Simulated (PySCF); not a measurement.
Cost of one run: geometry optimisation, `C[C@H]1CCOCO1` (4-methyl-1,3-dioxane).

Method: PBE0-D3(BJ)/def2-SVP geometry optimisation, gas phase (PySCF 2.14.0). Work: geometry optimisation from a GFN2-xTB start, density fitting. A driver script takes a list of jobs; this job's settings line and coordinates (Å) are shown.

Input:
```
{"job": {"xc": "PBE0", "basis": "def2-SVP", "d3": "d3bj", "grid": 2, "kind": "geom"}, "charge": 0, "multiplicity": 1}
C      2.137635     0.178583     0.607982
C      0.624288     0.030637     0.631804
C     -0.074233     0.977129    -0.351635
C     -1.562665     0.627870    -0.377770
O     -1.744420    -0.748143    -0.650261
C     -1.063102    -1.536594     0.276596
O      0.310453    -1.315452     0.292172
H      2.511784    -0.047649    -0.386397
H      2.586766    -0.516745     1.311008
H      2.415645     1.193954     0.876304
H      0.241768     0.230830     1.650218
H      0.346710     0.824587    -1.346425
H      0.068585     2.014758    -0.052668
H     -2.019668     0.872877     0.595138
H     -2.089787     1.164065    -1.168151
H     -1.481654    -1.361399     1.292757
H     -1.215101    -2.577277    -0.017303
```

Hardware: an AMD EPYC 7R43 with one thread, shared host. PySCF's memory limit was set to 1600 MB.

The basis has 148 functions.

Problem. Estimate the wall time.

Solution. About 70 s. The run took 9 energy-and-gradient evaluations and 60 SCF cycles, 7.8 s an evaluation on average.

Problem. How much memory does it need at the peak?

Solution. About 0.73 GiB. Peak memory is the resident size of the whole Python process, interpreter and libraries included.

The host was shared with other jobs, so the times are rough.

The run converged: final energy -346.35078 Eh after 8 steps; dipole 1.93 D.
